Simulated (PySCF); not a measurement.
Species, as SMILES: PP (P2H4).
Geometry (B3LYP-D3(BJ)/def2-TZVP, fixed):
```
P
H 1 1.4206
H 1 1.4206 2 92.33
P 1 2.2503 2 93.65 3 -93.89
H 4 1.4206 1 93.65 2 -86.71
H 4 1.4206 5 92.33 1 93.89
```
Charge 0, spin multiplicity 1.

Basis-set convergence of the mean static polarisability at HF with PySCF. All functions are spherical. Density fitting with generated auxiliary sets. In sets without p functions on hydrogen, species with hydrogen take exact integrals. No added dispersion term, no relativity. Reference: the value in aug-pcseg-2, 57.65 bohr³, itself unsure by roughly 0.1 % (its distance from aug-cc-pV(T+d)Z).

| basis | functions | mean static polarisability (bohr³) |
|---|---|---|
| 6-31G | 34 | 46.35 |
| 6-31G* | 44 | 45.09 |
| 6-31G** | 56 | 45.38 |
| pcseg-1 | 56 | 49.09 |
| cc-pV(D+d)Z | 66 | ___ |
| def2-SVPD | 80 | ___ |
| aug-pcseg-1 | 90 | 57.09 |
| def2-TZVP | 98 | ___ |
| def2-TZVPD | 122 | 57.29 |
| pcseg-2 | 124 | 50.80 |
| cc-pV(T+d)Z | 134 | 52.31 |
| def2-TZVPPD | 164 | ___ |
| pcseg-3 | 260 | 55.92 |

Question: Complete the blanks.

Answer: 
- cc-pV(D+d)Z, mean static polarisability (bohr³): 47.21
- def2-SVPD, mean static polarisability (bohr³): 55.55
- def2-TZVP, mean static polarisability (bohr³): 52.07
- def2-TZVPPD, mean static polarisability (bohr³): 57.37
